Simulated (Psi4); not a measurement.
Cl2Mn, sextet, at a GFN2-xTB geometry (such geometries of metal compounds can be far from the true shape); PBE0/def2-SVP (Psi4).

Psi4 was given this input:
```
memory 2 GB

molecule mol {
0 6
Mn    0.000000    0.000000    0.000000
Cl    0.000000    0.000000    1.976145
Cl   -0.000000   -0.000000   -1.976145
}

set {
  basis def2-svp
  reference uks
  guess sapgau
}

energy('pbe0')
print_variables()
```

It wrote (shortened):

```
   => Loading Basis Set <=

    Name: DEF2-SVP
    Role: ORBITAL
    Keyword: BASIS

         ---------------------------------------------------------
                                   SCF
               by Justin Turney, Rob Parrish, Andy Simmonett
                          and Daniel G. A. Smith
                              UKS Reference
         ---------------------------------------------------------

  ==> Geometry <==

    Molecular point group: d2h
    Full point group: D_inf_h

    Geometry (in Angstrom), charge = 0, multiplicity = 6:

       Center              X                  Y                   Z               Mass
    ------------   -----------------  -----------------  -----------------  -----------------
         MN           0.000000000000     0.000000000000     0.000000000000    54.938043910000
         CL           0.000000000000     0.000000000000     1.976145000000    34.968852682000
         CL           0.000000000000     0.000000000000    -1.976145000000    34.968852682000

  Running in d2h symmetry.

  Rotational constants: A = ************  B =      0.06172  C =      0.06172 [cm^-1]
  Rotational constants: A = ************  B =   1850.41101  C =   1850.41101 [MHz]
  Nuclear repulsion =  266.309777881337084

  Charge       = 0
  Multiplicity = 6
  Electrons    = 59
  Nalpha       = 32
  Nbeta        = 27

  ==> Algorithm <==

  SCF Algorithm Type is DF.
  DIIS enabled.
  MOM disabled.
  Fractional occupation disabled.
  Guess Type is SAPGAU.
  Energy threshold   = 1.00e-06
  Density threshold  = 1.00e-06
  Integral threshold = 1.00e-12

  ==> Primary Basis <==

  Basis Set: DEF2-SVP
    Blend: DEF2-SVP
    Number of shells: 27
    Number of basis functions: 67
    Number of Cartesian functions: 74
    Spherical Harmonics?: true
    Max angular momentum: 3

  ==> DFT Potential <==

   => LibXC <=

    Version 7.1.2
    S. Lehtola, C. Steigemann, M. J. T. Oliveira, and M. A. L. Marques,  SoftwareX 7, 1–5 (2018) (10.1016/j.softx.2017.11.002)

   => Composite Functional: PBE0 <=

    PBE0 Hyb-GGA Exchange-Correlation Functional

    C. Adamo and V. Barone,  J. Chem. Phys. 110, 6158 (1999) (10.1063/1.478522)
    M. Ernzerhof and G. E. Scuseria,  J. Chem. Phys. 110, 5029 (1999) (10.1063/1.478401)

    Deriv               =              1
    GGA                 =           TRUE
    Meta                =          FALSE

    Exchange Hybrid     =           TRUE
    MP2 Hybrid          =          FALSE

   => Exchange Functionals <=

    0.7500   Perdew, Burke & Ernzerhof

   => Exact (HF) Exchange <=

    0.2500               HF

   => Correlation Functionals <=

    1.0000   Perdew, Burke & Ernzerhof

   => LibXC Density Thresholds  <==

    XC_HYB_GGA_XC_PBEH:  1.00E-15

   => Molecular Quadrature <=

    Radial Scheme          =       TREUTLER
    Pruning Scheme         =           NONE
    Nuclear Scheme         =       TREUTLER

    Blocking Scheme        =         OCTREE
    BS radius alpha        =              1
    Pruning alpha          =              1
    Radial Points          =             75
    Spherical Points       =            302
    Total Points           =          65366
    Total Blocks           =            612
    Max Points             =            256
    Max Functions          =             62
    Weights Tolerance      =       1.00E-15

   => Loading Basis Set <=

    Name: (DEF2-SVP AUX)
    Role: JKFIT
    Keyword: DF_BASIS_SCF

   => Loading Basis Set <=

    Name: SAP_HELFEM_LARGE
    Role: ORBITAL
    Keyword: SAPGAU_BASIS

  ==> Integral Setup <==

  SCF_SUBTYPE=INCORE selected. In-core MEM_DF algorithm will be used.
  Using in-core AOs.

  ==> MemDFJK: Density-Fitted J/K Matrices <==

    J tasked:                   Yes
    K tasked:                   Yes
    wK tasked:                   No
    Algorithm:                 Core
    Schwarz Cutoff:           1E-12
    Mask sparsity (%):       5.1236
    Fitting Condition:        1E-10

   => Auxiliary Basis Set <=

[...]
     B2u        9       9       4       4       4       0
     B3u        9       9       4       4       4       0
   -------------------------------------------------------
    Total      67      67      32      27      27       5
   -------------------------------------------------------

  ==> Iterations <==

                           Total Energy        Delta E     RMS |[F,P]|

   @DF-UKS iter   1: -2070.34623403758224   -2.07035e+03   1.93623e-02 ADIIS/DIIS
   @DF-UKS iter   2: -2070.24090822968674    1.05326e-01   2.82432e-02 ADIIS/DIIS
   @DF-UKS iter   3: -2070.53992604661789   -2.99018e-01   4.97238e-03 ADIIS/DIIS
   @DF-UKS iter   4: -2070.54821676007805   -8.29071e-03   2.89756e-03 ADIIS/DIIS
   @DF-UKS iter   5: -2070.55139369556491   -3.17694e-03   2.44744e-04 ADIIS/DIIS
   @DF-UKS iter   6: -2070.55146098776413   -6.72922e-05   7.96763e-05 DIIS
   @DF-UKS iter   7: -2070.55146434282005   -3.35506e-06   1.82112e-05 DIIS
   @DF-UKS iter   8: -2070.55146457004139   -2.27221e-07   2.59093e-06 DIIS
   @DF-UKS iter   9: -2070.55146457331921   -3.27782e-09   2.32293e-07 DIIS
  Energy and wave function converged.

  ==> Post-Iterations <==

   Electrons on quadrature grid:
      Nalpha   =   31.9999998863 ; deviation = -1.137e-07
      Nbeta    =   26.9999979764 ; deviation = -2.024e-06
      Ntotal   =   58.9999978626 ; deviation = -2.137e-06

   @Spin Contamination Metric:   1.280789090E-02
   @S^2 Expected:                8.750000000E+00
   @S^2 Observed:                8.762807891E+00
   @S   Expected:                2.500000000E+00
   @S   Observed:                2.500000000E+00

    Orbital Energies [Eh]
    ---------------------

    Alpha Occupied:

[...]
    Alpha Virtual:

[...]
    Beta Occupied:

[...]
    Beta Virtual:

[...]
      14B1u    3.615280

    Final Occupation by Irrep:
             Ag   B1g   B2g   B3g    Au   B1u   B2u   B3u
    DOCC [     8,    0,    2,    2,    0,    7,    4,    4 ]
    SOCC [     2,    1,    1,    1,    0,    0,    0,    0 ]
    NA   [    10,    1,    3,    3,    0,    7,    4,    4 ]
    NB   [     8,    0,    2,    2,    0,    7,    4,    4 ]

  @DF-UKS Final Energy: -2070.55146457331921

   => Energetics <=

    Nuclear Repulsion Energy =            266.3097778813370837
    One-Electron Energy =               -3388.1840207201885278
    Two-Electron Energy =                1133.0990172916569918
    DFT Exchange-Correlation Energy =     -81.7762390261246566
    Empirical Dispersion Energy =           0.0000000000000000
    VV10 Nonlocal Energy =                  0.0000000000000000
    Total Energy =                      -2070.5514645733192083

  UHF NO Occupations:
  HONO-2 :    9 Ag 1.0000000
  HONO-1 :    3B3g 1.0000000
  HONO-0 :   10 Ag 1.0000000
  LUNO+0 :   11 Ag 0.0047439
  LUNO+1 :    4B2g 0.0003689
  LUNO+2 :    4B3g 0.0003689
  LUNO+3 :    5B3u 0.0003144

Computation Completed

Properties will be evaluated at   0.000000,   0.000000,   0.000000 [a0]

Properties computed using the SCF density matrix

 Multipole Moments:

 ------------------------------------------------------------------------------------
     Multipole            Electronic (a.u.)      Nuclear  (a.u.)        Total (a.u.)
 ------------------------------------------------------------------------------------

 L = 1.  Multiply by 2.5417464519 to convert [e a0] to [Debye]
 Dipole X            :          0.0000000            0.0000000            0.0000000
 Dipole Y            :          0.0000000            0.0000000            0.0000000
 Dipole Z            :          0.0000000            0.0000000            0.0000000
 Magnitude           :                                                    0.0000000

 ------------------------------------------------------------------------------------

  Variable Map:
  ----------------------------------------------------------------------------
[...]
  Array Variable Map:
  ----------------------------------------------------------------------------
[...]
[...]
```
